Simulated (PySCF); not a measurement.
**How methods differ on the ionisation energy of Ti+**

Ti+ [Ar] 3d2 4s1 (4F) → Ti(2+) [Ar] 3d2 (3F), as a difference of total energies. All numbers are calculated (PySCF 2.14, no relativity, point nucleus, in def2-SVP (5s3p2d1f, 31 functions)). Correlated levels: valence: [Ar] frozen. The calculations carry no spin-orbit coupling.

| method | ionisation energy (eV) |
| --- | --- |
| UHF | 12.797 |
| LDA | 13.919 |
| M06-L | 12.699 |
| MP2 (valence) | 12.885 |
| SCS-MP2 (valence) | 12.826 |

How much does correlation contribute at MP2 (valence)?

12.885 − (12.797) = 0.088 eV, measured against UHF.

These non-relativistic numbers lack the scalar-relativistic shift.

The reference lies between the lowest fine-structure levels, while these numbers refer to the centres of the terms.

Errors of the correlated levels include the incompleteness of this basis and the frozen core.

For comparison: 13.575 eV (measured; NIST Atomic Spectra Database, ionization energies).
